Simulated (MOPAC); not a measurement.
MOPAC input (PM7):

```
PM7 FORCE THERMO(298,298) PRECISE LET UHF MS=0.5 GEO-OK AUX(PRECISION=9) THREADS=1
HO3S

O     0.39973477 1   -0.77283449 1   -1.17988202 1
S    -0.22127508 1    0.07080402 1    0.10216456 1
O     0.20462766 1   -0.60607076 1    1.28509625 1
O    -0.26550085 1    1.46219472 1   -0.17375882 1
H     0.90096161 1   -1.57518154 1   -0.97847204 1
```

From the last part of the output:

```
     H    5   3.835083   0.776065   0.144580   0.066367   4.257160

          HEAT OF FORMATION =    -107.071101 KCALS/MOLE

          ZERO POINT ENERGY      11.495 KCAL/MOL

           NORMAL COORDINATE ANALYSIS (Total motion = 1 Angstrom)

   Root No.       1         2         3         4         5         6         7         8

                 1 A       2 A       3 A       4 A       5 A       6 A       7 A       8 A

                 289.2     295.5     333.1     382.3     762.8     959.6    1030.1    1250.8

           1    0.0104   -0.0324   -0.1194   -0.0073    0.4401   -0.0050    0.0132    0.0077
           2   -0.0116    0.1870   -0.0683   -0.0099    0.0240   -0.0692   -0.0179   -0.0159
           3   -0.0105   -0.0769   -0.0483   -0.0944   -0.0015    0.0006   -0.0037   -0.0014
           4    0.0045   -0.0289   -0.1180   -0.0054   -0.1953   -0.0188   -0.1254   -0.0225
           5   -0.0180   -0.0885    0.0236    0.0260   -0.0048    0.0011   -0.0362    0.2180
           6   -0.0817    0.0127    0.0124    0.0992    0.0236    0.0122   -0.0757   -0.0653
           7    0.0091   -0.1162    0.2337    0.0092   -0.0225    0.0148    0.1120   -0.0705
           8   -0.0143   -0.0534   -0.0897    0.0165   -0.0619    0.0071    0.3458   -0.2301
           9    0.0589    0.0277    0.0515   -0.0951   -0.0009   -0.0018   -0.0089   -0.0016
          10   -0.0282    0.1946    0.1374    0.0127   -0.0245   -0.0186    0.1195    0.0942
          11    0.0612    0.0236    0.1197   -0.0578    0.0610    0.0340   -0.2604   -0.1992
          12    0.0686    0.0213   -0.0220   -0.0486   -0.0438   -0.0239    0.1651    0.1336
          13   -0.0051    0.1885   -0.2393   -0.0608   -0.0274    0.7393    0.1041    0.2183
          14    0.0117    0.3196   -0.1415   -0.0128   -0.2152    0.4113    0.0808    0.1322
          15    0.7399    0.0414   -0.0960    0.6255   -0.0165    0.0108   -0.0123    0.0040

   Root No.       9

                 9 A

                2737.2

           1    0.0270
           2   -0.0470
           3    0.0021
           4    0.0030
           5   -0.0010
           6    0.0005
           7   -0.0003
           8   -0.0018
           9   -0.0001
          10   -0.0008
          11    0.0010
          12   -0.0009
          13   -0.5053
          14    0.7909
          15   -0.0337

           MASS-WEIGHTED COORDINATE ANALYSIS (NORMAL COORDINATES)

   Root No.       1         2         3         4         5         6         7         8

                 1 A       2 A       3 A       4 A       5 A       6 A       7 A       8 A

                 289.2     295.5     333.1     382.3     762.8     959.6    1030.1    1250.8

           1    0.0418   -0.0919   -0.3033   -0.0276    0.8238   -0.0219    0.0246    0.0159
           2   -0.0467    0.5303   -0.1734   -0.0375    0.0449   -0.2999   -0.0333   -0.0330
           3   -0.0422   -0.2181   -0.1228   -0.3558   -0.0028    0.0027   -0.0068   -0.0029
           4    0.0255   -0.1159   -0.4244   -0.0287   -0.5175   -0.1155   -0.3303   -0.0660
           5   -0.1022   -0.3553    0.0847    0.1387   -0.0126    0.0067   -0.0954    0.6386
           6   -0.4646    0.0508    0.0446    0.5293    0.0624    0.0748   -0.1995   -0.1913
           7    0.0367   -0.3294    0.5935    0.0347   -0.0422    0.0640    0.2084   -0.1458
           8   -0.0574   -0.1513   -0.2278    0.0621   -0.1159    0.0307    0.6435   -0.4761
           9    0.2367    0.0785    0.1308   -0.3587   -0.0017   -0.0078   -0.0166   -0.0034
          10   -0.1134    0.5516    0.3489    0.0479   -0.0459   -0.0804    0.2223    0.1949
          11    0.2459    0.0669    0.3039   -0.2179    0.1142    0.1474   -0.4846   -0.4122
          12    0.2759    0.0603   -0.0558   -0.1834   -0.0820   -0.1038    0.3073    0.2765
          13   -0.0051    0.1342   -0.1525   -0.0575   -0.0129    0.8039    0.0486    0.1134
          14    0.0118    0.2274   -0.0902   -0.0122   -0.1011    0.4473    0.0377    0.0687
          15    0.7464    0.0294   -0.0612    0.5920   -0.0077    0.0118   -0.0058    0.0021

   Root No.       9

                 9 A

                2737.2

           1    0.1114
           2   -0.1942
           3    0.0087
           4    0.0177
           5   -0.0059
           6    0.0029
           7   -0.0014
           8   -0.0075
           9   -0.0004
          10   -0.0035
          11    0.0040
          12   -0.0035
          13   -0.5243
          14    0.8205
          15   -0.0350

          DESCRIPTION OF VIBRATIONS

 VIBRATION          1    1A          ATOM PAIR     ENERGY CONTRIBUTION    RADIAL
 FREQUENCY           289.18         O 1 -- H 5         +37.9% ( 83.4%)      0.3%
 TRANSITION DIPOLE   0.2222         S 2 -- O 4         +23.0% ( 64.9%)      0.7%
 TRAVEL (Ang.)       0.3129         S 2 -- O 3         +22.0% ( 63.6%)      0.4%
 REDUCED MASS        2.3814         O 1 -- S 2         +17.1% ( 56.1%)      0.1%
 EFFECTIVE MASS     13.3858
 FORCE CONSTANT      0.1173

 VIBRATION          2    2A          ATOM PAIR     ENERGY CONTRIBUTION    RADIAL
 FREQUENCY           295.52         O 1 -- S 2         +60.8% (164.4%)      0.1%
 TRANSITION DIPOLE   1.0033         S 2 -- O 4         +21.7% ( 98.2%)      1.0%
 TRAVEL (Ang.)       0.2294         S 2 -- O 3         +11.8% ( 72.3%)     20.4%
 REDUCED MASS        4.3374         O 1 -- H 5          +5.7% ( 50.2%)     71.3%
 EFFECTIVE MASS     34.5881
 FORCE CONSTANT      0.2232

 VIBRATION          3    3A          ATOM PAIR     ENERGY CONTRIBUTION    RADIAL
 FREQUENCY           333.15         S 2 -- O 3         +38.1% ( 96.3%)      0.0%
 TRANSITION DIPOLE   2.3850         S 2 -- O 4         +24.1% ( 76.5%)      0.5%
 TRAVEL (Ang.)       0.2003         O 1 -- S 2         +18.9% ( 67.8%)     13.4%
 REDUCED MASS        5.0441         O 1 -- H 5         +18.8% ( 67.7%)      0.0%
 EFFECTIVE MASS     22.2903
 FORCE CONSTANT      0.3298

 VIBRATION          4    4A          ATOM PAIR     ENERGY CONTRIBUTION    RADIAL
 FREQUENCY           382.30         O 1 -- H 5         +28.3% ( 60.5%)      0.0%
 TRANSITION DIPOLE   2.2878         O 1 -- S 2         +25.7% ( 57.6%)      0.0%
 TRAVEL (Ang.)       0.2190         S 2 -- O 3         +25.2% ( 57.1%)      0.4%
 REDUCED MASS        3.6783         S 2 -- O 4         +20.7% ( 51.8%)      0.8%
 EFFECTIVE MASS     14.1011
 FORCE CONSTANT      0.3167

 VIBRATION          5    5A          ATOM PAIR     ENERGY CONTRIBUTION    RADIAL
 FREQUENCY           762.83         O 1 -- S 2         +57.7% (102.0%)     99.6%
 TRANSITION DIPOLE   4.7700         O 1 -- H 5         +27.9% ( 70.9%)      8.8%
 TRAVEL (Ang.)       0.0950         S 2 -- O 4          +7.4% ( 36.5%)      0.0%
 REDUCED MASS        9.7925         S 2 -- O 3          +7.0% ( 35.5%)      0.6%
 EFFECTIVE MASS     20.4191
 FORCE CONSTANT      3.3574

 VIBRATION          6    6A          ATOM PAIR     ENERGY CONTRIBUTION    RADIAL
 FREQUENCY           959.64         O 1 -- H 5         +91.0% ( 95.9%)      6.7%
 TRANSITION DIPOLE   0.3192         O 1 -- S 2          +4.1% ( 20.4%)      8.1%
 TRAVEL (Ang.)       0.2811         S 2 -- O 4          +4.0% ( 20.1%)     67.8%
 REDUCED MASS        0.8893         S 2 -- O 3          +0.9% (  9.4%)     14.1%
 EFFECTIVE MASS      2.8278
 FORCE CONSTANT      0.4825

 VIBRATION          7    7A          ATOM PAIR     ENERGY CONTRIBUTION    RADIAL
 FREQUENCY          1030.07         S 2 -- O 3         +52.0% ( 74.6%)     85.6%
```
